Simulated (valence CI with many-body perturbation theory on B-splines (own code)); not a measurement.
**A CI+MBPT run for Sm³⁹⁺**

Calculated by valence CI with perturbative core correlation (CI+MBPT): five valence electrons over a frozen Dirac-Fock core [Ar], a basis of 6 s, 6 p, 5 d, 5 f, 1 g functions for each j, with the one-electron correlation potential Σ1 (screened to all orders), the two-electron term Σ2, the three-electron term Σ3, Breit, model QED; selected single and double excitations, second order for the rest, scaled by the run's own slope (own B-spline code, finite nucleus).

Command, and the settings that its task file holds:

```sh
python run_cv.py task.json out
```

```
atom Sm  Z=62  mass_number=152  rms_radius_fm=5.0819
core [Ar]
valence 3d5
avg = 1
basis = S
breit = 1
cap = 10000
capref = 1200
cscale = 1
de = 0.0
dress = 0
eps = 2e-08
extrap = 1
h = 0.2
hh = 1
l2 = 3
lcore = 6
maxit = 60
n2 = 5
natural = 1
nlev = 21
nno = [3, 3, 3, 3, 1]
nroot = 26
nsp = [3, 3, 2, 2, 0]
pt2 = 1
qed = 1
rpa = 1
s1 = 1
s2 = 1
s3 = 1
screen = 1
tol = 2e-05
whole = 1
```

It took 51 s on 1 thread of Intel(R) Xeon(R) Platinum 8259CL CPU @ 2.50GHz (Skylake/Cascade Lake) (shared host).

Log. The first blocks belong to the next ion, which gives the ionisation energy. Fields: 2J, parity (1 odd), roots, reference size, generating configurations, candidates as configurations/state functions, variational space P, stored matrix elements, Davidson steps; e2 is the range of second-order energies in hartree. The first line gives the box (bohr), its intervals, the orbitals and the steps of their self-consistent field. Window is the range of levels sought, series limit the energy at which the first omitted orbital would enter, core excitation an estimate of the first excitation out of the core, left out the lowest levels not solved, and shifts from estimates the range by which levels moved from their first estimate, all in cm⁻¹.

```
rmax 2.9 intervals 70 orbitals 40 references ['3d5', '3d4 4s', '3d4 4p'] scf 4 t 1.5
2J=0 par=0 roots 2 ref 17 generators 4 cand 463/953 P 476/970 nnz 0 it 0
2J=0 par=0 roots 2 ref 17 generators 5 cand 815/1567 P 1291/2537 nnz 1e+06 it 5
   second order: generators 7 cand 1359/3357 e2 -0.00000 -0.00000
2J=2 par=0 roots 2 ref 36 generators 3 cand 166/895 P 181/931 nnz 0 it 0
2J=2 par=0 roots 2 ref 36 generators 4 cand 922/4071 P 1103/5002 nnz 5.5e+06 it 5
   second order: generators 7 cand 1623/10967 e2 -0.00003 -0.00002
reference levels 556, estimated 33, window 597469 1/cm; series limit 15623711, core excitation 1954614
2J=5 par=0 roots 7 ref 81 generators 5 cand 53/889 P 215/3237 nnz 2.6e+06 it 4
2J=5 par=0 roots 7 ref 81 generators 5 cand 530/6459 P 745/9696 nnz 2e+07 it 5
   second order: generators 6 cand 2039/44326 e2 -0.00198 -0.00158
2J=7 par=0 roots 6 ref 72 generators 3 cand 44/887 P 212/3389 nnz 2.9e+06 it 4
2J=7 par=0 roots 6 ref 72 generators 3 cand 510/6505 P 722/9894 nnz 2.2e+07 it 5
   second order: generators 4 cand 2015/46237 e2 -0.00222 -0.00176
2J=3 par=0 roots 5 ref 67 generators 3 cand 84/982 P 297/3533 nnz 2.9e+06 it 4
2J=3 par=0 roots 5 ref 67 generators 3 cand 685/6466 P 982/9999 nnz 2.1e+07 it 7
   second order: generators 4 cand 1417/24392 e2 -0.00080 -0.00063
2J=11 par=0 roots 3 ref 35 generators 3 cand 76/859 P 281/3273 nnz 2.6e+06 it 4
2J=11 par=0 roots 3 ref 35 generators 3 cand 704/6462 P 985/9735 nnz 2.1e+07 it 5
   second order: generators 3 cand 415/3326 e2 -0.00038 -0.00033
2J=9 par=0 roots 4 ref 56 generators 3 cand 51/959 P 228/3361 nnz 2.8e+06 it 4
2J=9 par=0 roots 4 ref 56 generators 3 cand 578/6420 P 806/9781 nnz 2.1e+07 it 5
   second order: generators 3 cand 706/7235 e2 -0.00145 -0.00131
2J=1 par=0 roots 3 ref 39 generators 3 cand 149/889 P 527/3369 nnz 2.5e+06 it 4
2J=1 par=0 roots 3 ref 39 generators 3 cand 1004/5172 P 1531/8541 nnz 1.4e+07 it 5
   second order: generators 3 cand 28/97 e2 -0.00000 -0.00000
2J=13 par=0 roots 1 ref 18 generators 1 cand 109/974 P 372/3413 nnz 2.9e+06 it 4
2J=13 par=0 roots 1 ref 18 generators 1 cand 820/5399 P 1192/8812 nnz 1.8e+07 it 5
   second order: generators 1 cand 35/61 e2 -0.00000 -0.00000
left out: unestimated 864229, estimated 781350, shifts from estimates -366 to 158
operators 3.0
```

The Davidson iterations converged.

No measured spectrum was set against this ion. As an estimate, large intervals hold to a few tenths of a per cent, small ones and those within an open d or f shell to about a per cent. Among the levels kept, up to 580 cm⁻¹ of a level comes from second order outside the variational space, and about a tenth of that is noise between levels of different J, which matters for small intervals. Only levels of the ground parity were solved; by the run's estimate the other parity begins above the list, which can be wrong where configurations are misplaced.

| Item | Value |
| --- | --- |
| Valence energy | -575.9269 hartree |
| Ionisation energy | 2887.1 eV (NIST: 2887 ± 4 eV (theoretical)) |
| Reference configurations for the orbitals | 3d5, 3d4 4s, 3d4 4p |
| Radial orbitals | 40 |
| Box radius | 2.865 bohr |
| Largest variational space | 9999 |
| Lowest levels | (3d3/2^4 3d5/2) J=5/2 0, (3d3/2^3 3d5/2^2) J=5/2 [a] 169830, (3d3/2^3 3d5/2^2) J=7/2 [a] 248790, (3d3/2^3 3d5/2^2) J=3/2 [a] 256960, (3d3/2^3 3d5/2^2) J=11/2 259540, (3d3/2^3 3d5/2^2) J=9/2 287950, (3d3/2^3 3d5/2^2) J=5/2 [b] 303520, (3d3/2^3 3d5/2^2) J=1/2 315660, (3d3/2^3 3d5/2^2) J=7/2 [b] 340690, (3d3/2^2 3d5/2^3) J=5/2 [a] 415950, (3d3/2^3 3d5/2^2) J=3/2 [b] 419720, (3d3/2^2 3d5/2^3) J=7/2 [a] 461080, (3d3/2^2 3d5/2^3) J=11/2 467610, (3d3/2^2 3d5/2^3) J=9/2 [a] 481400 cm⁻¹ |

Levels are named by their leading jj configuration (3d3/2^4 stands for four electrons in 3d with j = 3/2), which in mixed levels can hold well under half, so a name can repeat and another be missing. Letters in brackets count levels of one name in rising energy.
